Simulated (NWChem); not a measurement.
Molecule: AlNH₄; SMILES [NH2][AlH2]

All runs: NWChem. Coordinates come from a B3LYP/6-31G* (spherical d) optimisation. B3LYP is NWChem's, with the RPA form of VWN correlation. Ions are spin-unrestricted doublets at the neutral geometry; other ion states weren't tried.

For level PBE/def2-SVP:

```
Quantity       Value
-------------  -----
−ε(HOMO) (eV)   6.01
```

**Question.** Estimate the same quantities for level B3LYP/def2-SVP.

**Answer.** The −ε(HOMO) (eV) is 7.10.
